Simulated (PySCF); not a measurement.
C2H4O2Si.
SMILES with atom numbers: `[OH:1][Si@@H:2]1[CH:3]=[CH:4][O:5]1` (hydrogens: H6 on O1; H7 on Si2; H8 on C3; H9 on C4)

Cartesian coordinates in Å at the GFN2-xTB level; atoms count from 1:
```
atom  x, y, z in Å
O1    -2.0623   -0.4126   -0.4623
Si2   -0.6980   -0.3914    0.4005
C3     0.5879    0.9945    0.3645
C4     1.3819    0.1078   -0.2358
O5     0.6488   -1.0473   -0.4241
H6    -2.0581   -0.2473   -1.4032
H7    -0.9988   -1.0943    1.6233
H8     0.8139    1.9858    0.7026
H9     2.3982    0.1107   -0.5906
```

Method used: PySCF, TDDFT B3LYP/def2-SVPD, vertical, gas phase, core orbitals frozen in the response.

Transition dipole moments from the ground state, in atomic units and in the frame of the coordinates above (overall signs are arbitrary), for the states with f of 0.002 or more among the lowest 8:

| state | E (hartree) | μx | μy | μz |
| --- | --- | --- | --- | --- |
| S1 | 0.1934 | -0.346 | 0.368 | 0.178 |
| S2 | 0.2121 | 0.119 | -0.028 | -0.247 |
| S3 | 0.2296 | -0.145 | 0.259 | 0.332 |
| S4 | 0.2406 | -0.003 | -0.012 | -0.254 |
| S5 | 0.2441 | -0.191 | 0.254 | -0.206 |
| S6 | 0.2598 | -0.023 | -0.138 | -0.152 |
| S8 | 0.2753 | -0.251 | -0.307 | 0.217 |

(1) What oscillator strength does each state have?

(2) Which bond between heavy atoms lies closest to the direction of the S8 transition dipole?

(3) What angle do the transition dipoles of S4 and S8 make?

Answers

(1) f = (2/3) ΔE |μ|² with ΔE in hartree (27.2114 eV).

| state | \|μ\|² (au) | \|μ\| (D) | f |
| --- | --- | --- | --- |
| S1 | 0.287 | 1.36 | 0.037 |
| S2 | 0.076 | 0.70 | 0.011 |
| S3 | 0.198 | 1.13 | 0.030 |
| S4 | 0.065 | 0.65 | 0.010 |
| S5 | 0.143 | 0.96 | 0.023 |
| S6 | 0.043 | 0.52 | 0.007 |
| S8 | 0.205 | 1.15 | 0.038 |

(2) Si2–C3, at 28° from it; next C4–O5 at 37°.

(3) |cos θ| = |μa·μb| / (|μa| |μb|) = 0.44, so θ ≈ 64° (taken between 0 and 90°, since the signs are arbitrary).

One conformer stands for the species.
